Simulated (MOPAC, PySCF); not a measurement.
H₅GaSi, SMILES `[SiH3][GaH2]`, neutral singlet in the gas phase. 

Z-matrix (Å, degrees):
```
Si
H 1 1.4878
H 1 1.4883 2 108.18
H 1 1.4918 2 107.42 3 115.47
Ga 1 2.4040 2 113.21 4 119.36
H 5 1.5667 1 121.54 2 -23.69
H 5 1.5671 6 117.87 1 178.31
```
Charge 0, multiplicity 1.

All levels are single points at this geometry (r2SCAN-D4/def2-TZVP); Pople sets use spherical d functions. Orbital energies aren't observables, and empty levels follow the basis.

HF/STO-3G in PySCF gives dipole (D) = 0.15.

Problem. Estimate the dipole (D) from each of these levels: PBE-D3(BJ)/def2-TZVP in PySCF; r2SCAN-D4/def2-TZVP in PySCF; B3LYP/3-21G in PySCF; B3LYP/6-311+G** (LANL2DZ on Ga) in PySCF; B3LYP/LANL2DZ in PySCF; PBE/6-31G* in PySCF; SVWN5/6-31G* in PySCF; HF/3-21G in PySCF; HF/6-31G* in PySCF; AM1 in MOPAC; PM6 in MOPAC; PM7 in MOPAC.

Solution. 
```tsv
level	dipole (D)
PBE-D3(BJ)/def2-TZVP in PySCF	0.12
r2SCAN-D4/def2-TZVP in PySCF	0.10
B3LYP/3-21G in PySCF	0.33
B3LYP/6-311+G** (LANL2DZ on Ga) in PySCF	0.22
B3LYP/LANL2DZ in PySCF	0.23
PBE/6-31G* in PySCF	0.06
SVWN5/6-31G* in PySCF	0.03
HF/3-21G in PySCF	0.57
HF/6-31G* in PySCF	0.26
AM1 in MOPAC	0.90
PM6 in MOPAC	0.31
PM7 in MOPAC	1.02
```
